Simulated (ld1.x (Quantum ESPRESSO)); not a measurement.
## Plane-wave convergence, TM potential for H

```json
{"Element": "H", "Generator": "ld1.x (Quantum ESPRESSO) 7.5", "Type": "norm-conserving Troullier–Martins (Kleinman–Bylander form)", "Functional": "PBE", "Relativity": "scalar-relativistic", "Frozen core": "none", "Valence charge": "1", "Reference configuration": "1s1", "Partial waves": "2p channel at 0.15 Ry: rc 1.00 bohr; 1s (bound): rc 1.30 bohr", "Local potential": "the s channel", "Core correction": "none"}
```

The pseudo-atom Hamiltonian at the reference potential is diagonalised in spherical Bessel functions j_l(qr) that vanish at 20 bohr, with q² up to the cutoff. All-electron valence levels (Ry): 1s -0.4772.

How do the lowest levels (Ry) of each channel move with the cutoff, and are there ghosts?

| cutoff (Ry) | p #1 | s #1 | d #1 | f #1 | Σ f·Δε (mRy) |
| --- | --- | --- | --- | --- | --- |
| 8 | 0.0294 | -0.4248 | 0.0773 | 0.1194 | 52.4 |
| 10 | 0.0294 | -0.4392 | 0.0773 | 0.1194 | 38.0 |
| 12 | 0.0294 | -0.4502 | 0.0773 | 0.1194 | 27.0 |
| 15 | 0.0294 | -0.4586 | 0.0773 | 0.1194 | 18.6 |
| 18 | 0.0294 | -0.4672 | 0.0773 | 0.1194 | 10.0 |
| 21 | 0.0294 | -0.4709 | 0.0773 | 0.1194 | 6.3 |
| 25 | 0.0294 | -0.4734 | 0.0773 | 0.1194 | 3.8 |
| 30 | 0.0294 | -0.4756 | 0.0773 | 0.1194 | 1.6 |
| 35 | 0.0294 | -0.4766 | 0.0773 | 0.1194 | 0.6 |
| 40 | 0.0294 | -0.4770 | 0.0773 | 0.1194 | 0.2 |
| 45 | 0.0294 | -0.4770 | 0.0773 | 0.1194 | 0.2 |
| 400 | 0.0294 | -0.4772 | 0.0773 | 0.1194 | 0.0 |

Result: no extra level below or beside the all-electron valence levels (p, s, d, f tested); 10 mRy is reached at 21 Ry and 1 mRy at 35 Ry.
